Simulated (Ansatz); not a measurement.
Abridged output of a molecular run in Ansatz:

```
Functional definition: HF
  name "HF"
  cite "Fock, Z. Phys. 61, 126 (1930) doi:10.1007/BF01340294"
  parent pbe
  exchange = exact_x
  correlation = 0
1639 factors; integrals over basis functions are off by at most 1.3e-3 eV
mean field evaluation 1: about -8496.0138 eV, gradient 4.5e1 eV
mean field evaluation 2: about -8496.2646 eV, gradient 4.6e1 eV
mean field evaluation 4: about -8500.9262 eV, gradient 4.8e0 eV
mean field evaluation 8: about -8501.0152 eV, gradient 4.1e-1 eV
mean field evaluation 16: about -8501.0166 eV, gradient 9.9e-7 eV
mean field -8501.01662391 eV, -312.4065987326 hartree, gradient 9.9e-7 eV, S^2 0.000000; 0 other end points of the search recorded, 0 dependent functions left out
6 core orbitals not correlated: weight in the atoms' cores, before any rotation towards them, 1.000 or more for the frozen orbitals, at most 0.000 for the correlated occupied ones
reference -8501.01662391 eV, -312.4065987326 hartree; 17, 17 occupied and 247, 247 virtual orbitals, 1639 factors
second order -29.54856415 eV of doubles, -0.00000000 eV of singles
cycle   1  -29.63859394 eV  change   -9.0e-2 eV  update   1.1e-1
cycle   2  -30.31834775 eV  change   -6.8e-1 eV  update   3.4e-2
cycle   3  -30.48363986 eV  change   -1.7e-1 eV  update   1.8e-2
cycle   4  -30.46829459 eV  change    1.5e-2 eV  update   4.7e-3
cycle   5  -30.46625503 eV  change    2.0e-3 eV  update   2.3e-3
cycle   6  -30.46765550 eV  change   -1.4e-3 eV  update   7.5e-4
cycle   7  -30.46743104 eV  change    2.2e-4 eV  update   3.5e-4
cycle   8  -30.46721321 eV  change    2.2e-4 eV  update   1.4e-4
cycle   9  -30.46725961 eV  change   -4.6e-5 eV  update   6.8e-5
cycle  10  -30.46727785 eV  change   -1.8e-5 eV  update   2.8e-5
perturbative correction -1.21811981 eV, -0.0447650773 hartree
Total energy: -8532.70202157 eV, -313.5710156196 hartree
```

Its atoms:

```xyz
12

N     1.917   -0.444    0.917
C     0.664   -0.444    0.760
C    -0.033    0.500   -0.189
N    -1.279    1.044    0.309
B    -0.194   -0.255   -1.560
F    -1.406   -0.574   -1.983
H     2.204   -1.149    1.594
H    -0.019   -1.116    1.304
H     0.686    1.307   -0.390
H    -1.222    1.307    1.283
H    -2.057    0.413    0.183
H     0.739   -0.589   -2.229
```

Which basis set was used?
A. def2-QZVPP
B. def2-TZVPPD
C. def2-SVP
D. def2-TZVPP

D. It gives 270 functions.

Write the keys of the input that set method, charge and spin (a neutral closed shell needs none for the last two).


```yaml
correlation: {method: ccsd_t}
```
